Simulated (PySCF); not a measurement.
Gas-phase reaction: 2 WOCl₄ + WF₆ + 4 O → 3 WO₂F₂ + 4 Cl₂, at 1600 K and a standard pressure of 1 bar. Level: ωB97X-V/def2-TZVP†.

Computed with PySCF and rigid-rotor harmonic-oscillator thermochemistry at 1 bar. † marks an energy on the PBE0/def2-TZVP geometry and frequencies. Open shells (unrestricted): O (multiplicity 3, electronic degeneracy 9); the rest are closed-shell singlets. Spin-orbit splitting is ignored; it lowers the true energy and changes the entropy of O. W: scalar-relativistic def2 core potential, no spin-orbit coupling. WO₂F₂: computed as isolated molecules; such fragments, hydroxides, amides, oligomers or adducts are transient or little studied in the gas. The harmonic model lacks anharmonicity and excited electronic states, which grow with temperature; levels with a mode under 35 cm⁻¹ are left out. Soft modes under 120 cm⁻¹ make the harmonic entropy rough for WOCl₄.

| species | E (Ha) | H(1600 K) − E (kJ/mol) | S°(1600 K) (J/mol/K) |
|---|---|---|---|
| WOCl₄ | -1983.11118 | 214.6 | 601.8 |
| WF₆ | -666.47693 | 256.0 | 596.2 |
| O | -75.06844 | 33.3 | 196.6 |
| WO₂F₂ | -417.44768 | 176.1 | 484.1 |
| Cl₂ | -920.25160 | 60.2 | 283.5 |
E: electronic energy; H − E holds the zero-point and thermal terms. 1 Ha = 2625.5 kJ/mol.

Question: Work out ΔH°, ΔS°, ΔG° and log10 K from these numbers.

Answer: 1. ΔE = 3×(-417.44768) + 4×(-920.25160) − 2×(-1983.11118) − 1×(-666.47693) − 4×(-75.06844) = -0.37639 Ha = -988.2 kJ.
2. Δ(H − E) = 3×(176.1) + 4×(60.2) − 2×(214.6) − 1×(256.0) − 4×(33.3) = -49.3 kJ, so ΔH° = -1037.5 kJ.
3. ΔS° = 3×(484.1) + 4×(283.5) − 2×(601.8) − 1×(596.2) − 4×(196.6) = 0.1 J/K; the number of gas molecules stays the same.
4. ΔG° = ΔH° − TΔS° = -1037.5 − 1600×(0.1)/1000 = -1037.7 kJ.
5. log10 K = −ΔG°/(RT ln 10) = 33.88, with RT ln 10 = 30.63 kJ/mol; at standard pressures the products are favoured.
6. A shift of 10 kJ in ΔE would move log10 K by 0.33 here.
For scale, ΔH°(298 K) is -983 kJ at this level, -975 kJ at ωB97M-V/def2-TZVP†, and runs from -1571 to -106 kJ over the 17 levels computed.
